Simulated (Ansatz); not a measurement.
Calculation: frozen-core CCSD(T)/cc-pVDZ // PBE0-D3(BJ)/def2-SVP (Ansatz, a quantum-chemistry and plane-wave program).

Ansatz 0.2 input:
```yaml
crystal:
  periodic: [false, false, false]
  atoms:
    - { symbol: C, position_ang: [3.171754, 0.208971, 0.213085] }
    - { symbol: C, position_ang: [1.88188, 0.490042, 0.408566] }
    - { symbol: C, position_ang: [0.749051, -0.269062, -0.194817] }
    - { symbol: C, position_ang: [-0.315247, -0.818476, 0.784583] }
    - { symbol: C, position_ang: [-0.971011, 0.463444, 1.319604] }
    - { symbol: C, position_ang: [-0.950658, 1.409526, 0.091271] }
    - { symbol: C, position_ang: [-0.285814, 0.554346, -0.997861] }
    - { symbol: C, position_ang: [-1.273494, -0.542409, -1.41837] }
    - { symbol: C, position_ang: [-1.293807, -1.489393, -0.188834] }
    - { symbol: H, position_ang: [3.483016, -0.625055, -0.424914] }
    - { symbol: H, position_ang: [3.964238, 0.798833, 0.68094] }
    - { symbol: H, position_ang: [1.627105, 1.337104, 1.057038] }
    - { symbol: H, position_ang: [1.160054, -1.083682, -0.815462] }
    - { symbol: H, position_ang: [0.067278, -1.487543, 1.568789] }
    - { symbol: H, position_ang: [-0.400192, 0.882359, 2.162313] }
    - { symbol: H, position_ang: [-1.987855, 0.268518, 1.693018] }
    - { symbol: H, position_ang: [-0.369089, 2.32196, 0.293095] }
    - { symbol: H, position_ang: [-1.956253, 1.737104, -0.213478] }
    - { symbol: H, position_ang: [0.123527, 1.135372, -1.836782] }
    - { symbol: H, position_ang: [-0.916146, -1.06498, -2.318973] }
    - { symbol: H, position_ang: [-2.264911, -0.128348, -1.658025] }
    - { symbol: H, position_ang: [-2.296456, -1.599416, 0.252055] }
    - { symbol: H, position_ang: [-0.946971, -2.499219, -0.456838] }
basis:
  gaussian: { orbitals: cc-pVDZ }
correlation:
  method: ccsd_t
```

Output:

```
Functional definition: HF
1785 factors; integrals over basis functions are off by at most 1.1e-3 eV
mean field evaluation 1: about -9490.0630 eV, gradient 4.0e1 eV
mean field evaluation 2: about -9490.5031 eV, gradient 4.0e1 eV
mean field evaluation 4: about -9495.5989 eV, gradient 6.7e0 eV
mean field evaluation 8: about -9495.7215 eV, gradient 2.0e-4 eV
mean field evaluation 16: about -9495.2965 eV, gradient 2.7e-1 eV
mean field -9495.72149368 eV, -348.9613284616 hartree, gradient 5.5e-6 eV, S^2 0.000000; 0 other end points of the search recorded, 0 dependent functions left out
9 core orbitals not correlated
reference -9495.72149368 eV, -348.9613284616 hartree; 25, 25 occupied and 162, 162 virtual orbitals, 1785 factors
second order -34.09302869 eV of doubles, -0.00000000 eV of singles
cycle   1  -35.45460009 eV  change    -1.4e0 eV  update   1.2e-1
cycle   2  -36.40416861 eV  change   -9.5e-1 eV  update   3.6e-2
cycle   3  -36.56643171 eV  change   -1.6e-1 eV  update   1.5e-2
cycle   4  -36.56875345 eV  change   -2.3e-3 eV  update   4.2e-3
cycle   5  -36.57170369 eV  change   -3.0e-3 eV  update   1.5e-3
cycle   6  -36.57206109 eV  change   -3.6e-4 eV  update   4.2e-4
cycle   7  -36.57182041 eV  change    2.4e-4 eV  update   1.3e-4
cycle   8  -36.57181764 eV  change    2.8e-6 eV  update   3.9e-5
perturbative correction -1.32021351 eV, -0.0485169517 hartree
Total energy: -9533.61352484 eV, -350.3538349224 hartree
```

Cost: roughly 13 core-minutes.
